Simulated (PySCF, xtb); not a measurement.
CH₃Cd, SMILES [CH3][Cd+], charge +1.

xtb 6.7.1 with GFN2-xTB at its own geometry gives an orbital gap of 4.11 eV.

Coordinates come from a B3LYP-D3(BJ)/def2-TZVP optimisation. The spin state was assumed, not searched. The isomer is the one that the SMILES or the coordinates give; other isomers of the formula were not compared. The def2 effective core potentials stand for the cores of Cd; spin–orbit coupling is left out.

Task: What does CAM-B3LYP/def2-TZVPD (PySCF) give? (Estimate from the structure and the level; the computed values follow.)

Result: gap 7.08 eV (levels -15.26 and -8.18 eV).
